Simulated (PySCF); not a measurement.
Calculated properties of 2-thiophenecarboxaldehyde (`s1cccc1C=O`)

Compound: 2-thiophenecarboxaldehyde, C5H4OS.
Bonds: O1–C2 (double), C2–C3, C3–C4 (aromatic), C4–C5 (aromatic), C5–C6 (aromatic), C6–S7 (aromatic), C3–S7 (aromatic). Hydrogens: H8 on C2; H9 on C4; H10 on C5; H11 on C6.

Among its groups: aldehyde and aromatic ring with sulfur.

**GFN2-xTB geometry**

* Point group of the GFN2-xTB geometry: Cs
* Rotational constants A, B, C of the GFN2-xTB geometry: 5.048, 1.804, 1.329 GHz

**wB97X-D/def2-SVPD ground state and vertical TDDFT (core frozen in the response) (PySCF)**

* Dipole moment: 3.65 D
* HOMO energy: -9.26 eV
* LUMO energy: -0.44 eV
* HOMO–LUMO gap: 8.82 eV
* Lowest singlet excitation: 3.88 eV (320 nm, f = 0.000)
* Strongest line among the 8 lowest singlet transitions: S2 at 4.94 eV (251 nm, f = 0.269)
* Lowest triplet excitation (Tamm–Dancoff): 3.19 eV
* Static isotropic polarisability: 78.9 au
* Electronic spatial extent ⟨r²⟩ about the centre of nuclear charge: 839 bohr²

**PBE0/pcSseg-1 ground state and GIAO shieldings, non-relativistic (PySCF)**

* Lowest Hirshfeld atomic charge: -0.23 e on O1
* Highest Hirshfeld atomic charge: +0.13 e on S7
* 13C chemical shifts (computed TMS as zero) by class: 183.8 (C2), 152.8 (C3), 144.0 (C6), 135.9 (C4), 133.4 (C5) ppm
* 1H chemical shifts (computed TMS as zero) by class: 9.94 (H8), 8.27 (H9), 7.63 (H11), 7.45 (H10) ppm
* Isotropic shieldings of nuclei other than C and H, by class: -307 (O1), 257 (S7) ppm
* Mayer bond orders between heavy atoms: O1–C2 2.00, C2–C3 1.03, C3–C4 1.45, C4–C5 1.32, C5–C6 1.52, C6–S7 1.21, S7–C3 1.12

Monoisotopic mass from the formula: 111.9983 u.

S1 lies 4.94 eV below the HOMO–LUMO gap; its leading configuration is HOMO−1→LUMO, weight 0.89. The vertical singlet–triplet gap S1 − T1 is 0.69 eV (TDDFT singlet less Tamm–Dancoff triplet; S1: HOMO−1→LUMO, weight 0.89; T1: HOMO→LUMO, weight 0.93). No computed singlet falls in the visible range (750 to 380 nm, 1.65 to 3.26 eV); S1 lies 0.62 eV above its blue end. The dipole matches unit charges of opposite sign 0.76 Å apart (1 e·Å = 4.8032 D). The 8 singlets span 3.88 to 7.18 eV, and their oscillator strengths add up to 0.38. With B = h/(8π²I), that is 505.379 GHz u Å² over I, the principal moments of inertia are 100.1, 280.2 and 380.3 u Å² (most abundant isotopes); the inertial defect Ic − Ia − Ib is 0.0 u Å² (zero for a rigid planar frame, negative otherwise). The principal polarisabilities are 47.9, 84.4 and 104.4 au; their mean is the isotropic value.

The structure is a single GFN2-xTB conformer in the gas phase; no vibrational or solvent corrections.

Conformer computed: `[O:1]=[CH:2][c:3]1[cH:4][cH:5][cH:6][s:7]1`: O1–C2–C3–C4 0°.
